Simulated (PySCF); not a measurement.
Positional isomers: silole hydroxy. All species are isolated molecules in the gas phase. One relaxed conformer stands for each flexible species; it need not be the lowest. Strings in code marks are SMILES.

These are B3LYP-D3(BJ)/def2-TZVP // PBE0-D4/def2-TZVP run with PySCF values and carry that method's errors. All candidates: neutral, multiplicity 1. B3LYP has the VWN-RPA correlation part, as in Gaussian. Delta-SCF ions had no search for a lower state. Excitations are Tamm–Dancoff values on a coarser integration grid. The basis has no diffuse functions, so Rydberg states are missing or too high.

```json
{
 "vertical ionisation energy (Delta-SCF)": "8.41 eV",
 "LUMO": "-1.46 eV",
 "S1 excitation (TDA)": "4.45 eV"
}
```

Q: Identify which member has these values.
(A) `O[SiH]1C=CC=C1` (H–O–Si–C torsion 54°)
(B) `OC1=C[SiH2]C=C1` (H–O–C–C torsion 0°)
(C) `OC1=CC=C[SiH2]1` (H–O–C–Si torsion 0°)

A: B, `OC1=C[SiH2]C=C1` (H–O–C–C torsion 0°). The others give `O[SiH]1C=CC=C1` (H–O–Si–C torsion 54°): 8.80 eV, -1.95 eV, 4.26 eV; `OC1=CC=C[SiH2]1` (H–O–C–Si torsion 0°): 8.00 eV, -1.44 eV, 4.14 eV
